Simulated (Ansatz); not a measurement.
The cluster Cs₃H₂ (the lowest doublet isomer of a short search) was relaxed with PBE-D4 (def2-TZVP) in Ansatz in these states: neutral doublet, neutral quartet. The geometries follow in no particular order.

In the def2 sets Cs takes a core potential; there is no spin–orbit coupling.

A:

```
atom   x (Å)   y (Å)   z (Å)
 Cs1   1.191  -3.339  -0.879
 Cs2  -3.521   0.528   0.808
 Cs3   2.460   2.180   1.868
  H4  -0.306   0.121  -1.132
  H5   0.176   0.510  -0.665
```

B:

```csv
atom,x (Å),y (Å),z (Å)
Cs1,-1.1810,-0.1423,-1.8551
Cs2,-0.5729,-0.3644,2.4101
Cs3,3.2820,0.9618,-1.1947
H4,-2.4159,-0.6845,0.5078
H5,0.8878,0.2294,0.1320
```

Question: Judge from the bond lengths which geometry belongs to which state (an estimate).

Answer: A is the neutral quartet (Cs1–Cs2 6.325 Å, Cs1–Cs3 6.295 Å, Cs2–H5 3.979 Å); B is the neutral doublet (Cs1–Cs2 4.314 Å, Cs1–Cs3 4.645 Å, Cs2–H5 2.770 Å).

In the quartet, H4 and H5 lie 0.78 Å apart (atoms count from 1), so H2 has formed as a molecule. The neutral quartet has come apart into loosely held pieces.
